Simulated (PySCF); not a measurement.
## Electron correlation in Au (gold, neutral)

[Xe] 4f14 5d10 6s1, 2S determinant. Computed with PySCF 2.14 in def2-TZVP with the def2 core potential (60 electrons) (6s4p3d1f, 40 functions), with scalar relativity through the core potential. Frozen: 5s2 5p6; 11 electrons correlated.

MP2 pair energies summed by pair of shells (mhartree):

```
 pair   energy  share (%)
5d-5d  -237.70       85.2
5d-6s   -41.32       14.8
```

Total MP2 correlation energy: -279.02 mhartree.

Same-spin part -98.75 and opposite-spin part -180.27 mhartree; SCS-MP2 scales them by 1/3 and 6/5 to -249.24 mhartree.

```csv
level,correlation energy (mhartree)
CCSD,-264.64
(T),-4.56
CCSD(T),-269.20
```

Diagnostics: T1 = 0.014, D1 = 0.0551, largest double amplitude 0.023.

Cost of the coupled-cluster step: 1.2 s of wall time on 1 thread of Neoverse-V2 (shared host), for 11 correlated electrons.
